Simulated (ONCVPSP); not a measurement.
Transferability test, ONCV potential for Ga

```
Element                 : gallium
Generator               : ONCVPSP 4.0.1
Type                    : optimised norm-conserving Vanderbilt (ONCV)
Functional              : PBE
Relativity              : scalar-relativistic
Frozen core             : [Ar]
Valence charge          : 13
Reference configuration : 3d10 4s1 4p2
Partial waves           : 4s: rc 1.50 bohr, ncon 4, nbas 8, qcut 5.3 1/bohr, 1 projector; 4p: rc 2.25 bohr, ncon 5, nbas 9, qcut 4.2 1/bohr, 2 projectors, debl 1.5 Ha; 3d: rc 0.65 bohr, ncon 4, nbas 7, qcut 14.8 1/bohr, 2 projectors, debl 2.7 Ha
Local potential         : polynomial inside 0.55 bohr (lpopt 4, dvloc0 0 Ha)
Core correction         : Teter function, fcfact 2, rcfact 1.35
```

Energies are relative to the spin-unpolarised reference configuration 3d10 4s1 4p2; without spin polarisation the order of configurations can differ from experiment.

```
valence configuration  charge  ΔE all-electron (eV)  error AE − PS (meV)
         3d10 4s2 4p1       0                -6.538                 +1.7
         3d10 4s2 4p0      +1                -0.850                 +0.8
```

(1) What are ΔE and the potential's error for 3d9 4s2 4p1?

(2) What are ΔE and the potential's error for 3d10 4s1 4p0?

Levels in the configuration 3d10 4s2 4p0:

| level | all-electron (eV) | pseudo (eV) |
| --- | --- | --- |
| 3d | -27.422 | -27.403 |
| 4s | -16.332 | -16.333 |

Note: ghosts flagged at negative energy: s at -392.5 eV, p at -27.2 eV; no localised positive-energy state flagged. A true bound ghost makes a file unfit for plane-wave use.

## Answers

(1) ΔE = 21.158 eV all-electron; the error (AE − PS) is -278 meV.

(2) ΔE = 20.279 eV all-electron; the error (AE − PS) is +6.9 meV.
